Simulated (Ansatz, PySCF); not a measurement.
Spin states of HOOs (SMILES [OH][Os]), each relaxed with B3LYP-D3(BJ)/def2-TZVP.
State 1 (charge 0, multiplicity 4):
```xyz
3

Os    -0.93442    -0.65052    -0.81209
O      0.44509    -0.13107     0.30024
H      0.45616     0.82896     0.44154
```
State 2 (charge 0, multiplicity 6):
```json
[
 {"atom": "Os", "x (Å)": "-1.0185", "y (Å)": "-0.7661", "z (Å)": "-0.8915"},
 {"atom": "O", "x (Å)": "0.4017", "y (Å)": "-0.0481", "z (Å)": "0.2790"},
 {"atom": "H", "x (Å)": "0.5836", "y (Å)": "0.8616", "z (Å)": "0.5422"}
]
```

Singlets are restricted, other states unrestricted; no spin–orbit coupling, no relativity up to Kr; see below for the cores. The largest T1 diagnostic is 0.111.

Correlated levels freeze the inner cores; with def2 sets outer-core shells near the valence are correlated too. CBS: X⁻³ extrapolation of the correlation energy, Hartree–Fock from the larger set.

Run with Ansatz (a quantum-chemistry and plane-wave program); PySCF for the dispersion terms. Each number belongs to the level named beside it. In def2 rows elements past Kr take small-core potentials, without spin–orbit coupling.

```tsv
level	energy of the multiplicity-6 state less that of the multiplicity-4 state (kJ/mol)
r2SCAN/def2-TZVPP	38.4
B3LYP/def2-TZVPP	70.5
PBE0-D3(BJ)/def2-TZVPP	46.4
PBE0-D4/def2-TZVPP	46.4
CAM-B3LYP/def2-TZVPP	59.7
CAM-B3LYP-D4/def2-TZVPP	59.7
wB97X-V/def2-TZVPP	65.9
CCSD/def2-TZVPP	(withheld)
CCSD(T)/CBS(def2-SVP, def2-TZVPP)	60.2
```

Question: Some entries are withheld; supply them.

Answer: 
- CCSD/def2-TZVPP, energy of the multiplicity-6 state less that of the multiplicity-4 state (kJ/mol): 23.1

Doubts at one or more of the structures used: a spin-contaminated determinant (CCSD/def2-TZVPP, CCSD(T)/CBS(def2-SVP, def2-TZVPP)); T1 above 0.05 (CCSD/def2-TZVPP, CCSD(T)/CBS(def2-SVP, def2-TZVPP)).
